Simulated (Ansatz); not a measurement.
In(Br)2(OMe) (CH3Br2InO), SMILES C[O][In]([Br])[Br]. Atoms are numbered in the order given.

```xyz
8

In     0.0829    -0.1498    -0.2446
Br     1.5031     1.8364    -0.4707
Br    -1.3889    -0.5033     1.7061
O      0.1049    -1.5355    -1.6570
C     -0.6911    -2.6885    -1.6119
H     -1.3982    -2.6990    -2.4613
H     -0.0544    -3.5877    -1.6948
H     -1.2875    -2.7917    -0.6854
```
Charge 0, spin multiplicity 1.

The structure is a stationary point at PBE0-D3(BJ)/def2-SVP. The def2 effective core potentials stand for the cores of In; spin–orbit coupling is left out. One conformer was computed; it need not be the lowest.

Two levels are set side by side: PBE-D3(BJ)/def2-SVP (Ansatz, a quantum-chemistry and plane-wave program) and PBE0-D3(BJ)/def2-SVP (Ansatz). Each level has its own optimised geometry; the coordinates shown are those of the second. Differences are taken from unrounded values.

```tsv
quantity	PBE0-D3(BJ)	PBE-D3(BJ)	PBE-D3(BJ) minus PBE0-D3(BJ)
mean bond length (Å)	1.660	1.679	0.019
bond In1–Br2 (Å)	2.452	2.478	0.026
bond In1–Br3 (Å)	2.469	2.499	0.030
bond In1–O4 (Å)	1.979	2.012	0.033
bond O4–C5 (Å)	1.402	1.418	0.016
bond C5–H6 (Å)	1.105	1.114	0.009
bond C5–H7 (Å)	1.105	1.114	0.009
bond C5–H8 (Å)	1.107	1.115	0.008
```

GGA bonds tend to be longer and softer than those of functionals with exact exchange. Differences between two approximate levels are no errors against the true value.
